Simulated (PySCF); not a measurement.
HTaN: from structure and modes to constants

All numbers come from UPBE0/[Ta def2-TZVP with ECP60, N def2-TZVP, H def2-TZVP], scalar-relativistic core potentials, density fitting, no spin–orbit coupling, PySCF.

The doublet minimum has Cs symmetry. Masses (u): Ta 180.94800, N 14.00307, H 1.00782.

```xyz
3
charge 0 multiplicity 2, angstrom
Ta    0.0813    0.0000   -0.0868
N    -1.1543    0.0000    1.0500
H     1.4403    0.0000    1.0468
```

Harmonic wavenumbers (cm⁻¹): 619.0 (a', ×1), 1107.0 (a', ×1), 1859.6 (a', ×1).

Find the principal moments of inertia and the rotational constants. What kind of rotor is it?

About the centre of mass I = 3.0745, 36.776, 39.851 u Å². With B = 16.8576/I this gives 5.483, 0.4584, 0.423 cm⁻¹. The molecule is an asymmetric top with κ = -0.99.

What is the harmonic zero-point energy?

Half the sum of all 3 wavenumbers, 3586/2 = 1793 cm⁻¹, which is 21.4 kJ/mol (1 cm⁻¹ = 0.0119627 kJ/mol).

Give the standard entropy (298.15 K, 1 bar) by its translational, rotational, vibrational and spin parts, and Cp.

Sackur–Tetrode with M = 195.96 u gives 174.7; rotation with symmetry number 1 gives 83.5; vibration 2.0; spin R ln 2 = 5.8. The total is 266.0 J/(mol K), and Cp = 4 R + 5.4 = 38.6 J/(mol K).

Other isomers or separated fragments may lie lower. With open d or f shells other occupations or spin states may lie lower. Spin–orbit coupling, left out here, can matter for elements this heavy.
